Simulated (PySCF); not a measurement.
# Electron correlation in Ba⁴⁰⁺ (barium, charge +40)

[Ne] 3s2 3p4, high-spin 3P determinant. Calculation: PySCF 2.14, in an even-tempered Gaussian basis (16 s from 6.9 bohr⁻², ratio 2.5; 10 p from 9 bohr⁻², ratio 2.5; 5 d from 40 bohr⁻², ratio 2.7; 4 f from 60 bohr⁻², ratio 2.7); the non-relativistic Hamiltonian (point nucleus). Frozen: 1s2; 14 electrons correlated; the 17 highest virtual orbitals of each spin left out.

```
  level  correlation energy (mhartree)
   CCSD                        -570.10
    (T)                          -1.28
CCSD(T)                        -571.38
```

Diagnostics: T1 = 0.00073, D1 = 0.0035, largest double amplitude 0.022.

A non-relativistic calculation at this Z misses sizeable relativistic shifts. Spin-orbit coupling is strong in this species (close to jj coupling), so the high-spin LS determinant is a model state, not a physical level.

Cost of the coupled-cluster step: roughly 20 core-seconds, for 14 correlated electrons.

At this charge a non-relativistic calculation is a model, useful for the Z dependence of the correlation energy.

Spin-orbit coupling is strong in this species, so the high-spin LS determinant is a model state.
